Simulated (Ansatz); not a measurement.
`C1O[SiH2][SiH2]1`, relaxed with RKS PBE-D4/def2-SVP in Ansatz from a rough embedded geometry. The force threshold is 0.03 eV/Å; the program also tests the step.

The species carries charge 0 and has multiplicity 1.

Start:

```xyz
10

C     0.066    1.136    0.198
O    -0.916    0.792   -0.800
Si   -0.355   -0.724   -1.107
Si    0.333   -0.586    1.007
H     0.973    1.637   -0.213
H    -0.378    1.927    0.935
H     0.762   -0.729   -2.120
H    -1.412   -1.703   -1.406
H    -0.744   -0.881    2.102
H     1.671   -0.869    1.404
```

By how much does the energy fall, and how many steps does the optimiser take? (Estimate.)

Computed: 0.53 eV, in 9 steps.

Which bonds change most? (An estimate is asked.)

The calculation gave: Si3–Si4 from 2.228 to 2.342 Å; Si4–H10 from 1.423 to 1.506 Å; O2–Si3 from 1.646 to 1.715 Å; Si4–H9 from 1.564 to 1.506 Å.

Give the relaxed structure. (Best estimate.)

Computed: 
```xyz
10

C     0.015    1.231    0.284
O    -0.434    0.896   -1.054
Si   -0.345   -0.812   -1.179
Si    0.381   -0.534    1.030
H     0.914    1.887    0.238
H    -0.779    1.792    0.827
H     0.621   -1.268   -2.243
H    -1.682   -1.441   -1.478
H    -0.508   -0.948    2.173
H     1.816   -0.802    1.403
```
